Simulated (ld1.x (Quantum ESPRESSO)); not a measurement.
niobium (Nb), TM: configuration errors across variants

```json
{"Element": "niobium", "Generator": "ld1.x (Quantum ESPRESSO) 7.5", "Type": "norm-conserving Troullier–Martins (Kleinman–Bylander form)", "Functional": "PBE", "Relativity": "scalar-relativistic", "Frozen core": "[Ar] 3d10", "Valence charge": "13", "Reference configuration": "4s2 4p6 4d4 5s0 5p0 (charge +1)", "Partial waves": "4p (bound): rc 1.40 bohr; 4d (bound): rc 2.60 bohr; 4s (bound): rc 1.15 bohr", "Local potential": "the s channel", "Core correction": "Bessel-smoothed model core inside 0.75 bohr"}
```

All-electron excitation energies from the reference (eV): (1) 4s2 4p6 4d4 5s1 5p0 -6.637; (2) 4s2 4p6 4d3 5s0 5p0 14.040; (3) 4s2 4p6 4d2 5s0 5p0 38.765; (4) 4s2 4p6 4d4 5s0.5 5p0 -3.999; (5) 4s1 4p6 4d4 5s1 5p0 57.376; (6) 4s2 4p6 4d4 5s0 5p1 -3.685; (7) 4s2 4p6 4d3 5s1 5p0 0.381.

3 further variants failed, have other tests or too few solved ones, and are left out.

Errors AE − PS in meV (a dash: test not solved or not reliable):

```tsv
change	(1)	(2)	(3)	(4)	(5)	(6)	(7)	bound ghosts
base	+48	+4.0	+43	+27	+17	+27	+81	none
all radii but the core radius scaled by about 1.31 (s 1.50, p 1.84, d 3.40 bohr)	+236	+28	+257	+135	+258	+75	+412	none
wave 4s (bound): rc 1.15 bohr becomes 4s (bound): rc 1.42 bohr	+165	+5.6	+49	+95	+227	+39	+264	none
wave 4p (bound): rc 1.40 bohr becomes 4p (bound): rc 1.56 bohr	+48	+3.9	+42	+27	+27	+35	+81	none
core correction Bessel-smoothed model core inside 0.66 bohr	+48	+4.0	+43	+27	+17	+27	+81	none
wave 4d (bound): rc 2.60 bohr becomes 4d (bound): rc 3.00 bohr	+48	+10	+107	+27	-40	+27	+94	none
wave 4d (bound): rc 2.60 bohr becomes 4d (bound): rc 3.80 bohr	+38	+78	+581	+23	-101	+24	+168	none
wave 4s (bound): rc 1.15 bohr becomes 4s (bound): rc 1.62 bohr	+403	+10	+70	+231	+657	+69	+627	none
```

Give the same row for: local potential the p channel.

+18, +3.8, +41, +9.9, -52, +12, +34; bound ghosts: none.
